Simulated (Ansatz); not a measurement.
`OCOB[SiH3]` → B• + C• + 7 H• + 2 O• + Si•  (atomization)

Isolated molecules relaxed with PBE0-D4/def2-TZVP in Ansatz; ΔE leaves out vibrations. CCSD(T)/CBS is the MP2 limit (def2-TZVPP, def2-QZVPP) plus CCSD(T) − MP2 in def2-TZVPP, frozen cores. This one scheme is used for every species, atoms too. Functionals use def2-TZVPP. Open shells (•) are unrestricted, without spin–orbit coupling. Spin–orbit coupling would lower the free atoms: a little for B, C, O, Si. Each species was taken in one conformer, which may not be the lowest.

`OCOB[SiH3]`:

```xyz
12

O     0.313   -1.421   -1.077
C    -0.891   -0.739   -1.077
O    -1.360   -0.485    0.238
B    -0.650    0.281    1.097
Si    1.131    1.173    0.687
H     0.169   -2.311   -0.742
H    -0.714    0.204   -1.598
H    -1.690   -1.300   -1.571
H    -1.142    0.384    2.188
H     1.392    1.423   -0.758
H     2.227    0.310    1.214
H     1.215    2.479    1.400
```

(1) What is ΔE at CCSD(T)/CBS? (Estimate.)

(2) What do these levels give: BHLYP-D4, PBE0, r2SCAN0, BHLYP, SCS-MP2/def2-TZVPP, HF/CBS(def2)? (Best estimate.)

Largest T1 diagnostic among the species: 0.014.

Answers

(1) Computed: +4302.5 kJ/mol.

(2) Ansatz gave: BHLYP-D4 4180.3, PBE0 4271.6, r2SCAN0 4239.2, BHLYP 4153.8, SCS-MP2/def2-TZVPP 4244.4, HF/CBS(def2) 3146.2 kJ/mol.

From r2SCAN to r2SCAN0 (25 % exact exchange), in def2-TZVPP and without D4, ΔE moves by −72.8 kJ/mol: exact exchange takes away binding that semilocal exchange gives to molecules. Leaving LDA and LC-ωPBE aside and taking each functional with its dispersion term where it has one, the values, not all of them listed here, spread over 189.6 kJ/mol, from BHLYP-D4 to PBE-D4. LDA lies +586.2 kJ/mol from PBE without D4, its usual overbinding. At CCSD(T), def2-SVP lies −222.6 kJ/mol from the extrapolated value and def2-TZVPP −107.7 kJ/mol: correlation converges slowly with the basis, and small sets miss more of it in the bonded molecule than in its fragments.

For atomizations the MP2-based limit and the directly extrapolated one differ by several kJ/mol either way, and by 10 to 25 for some Ge, Se and Sn compounds, so smaller differences from it don't rank the levels.
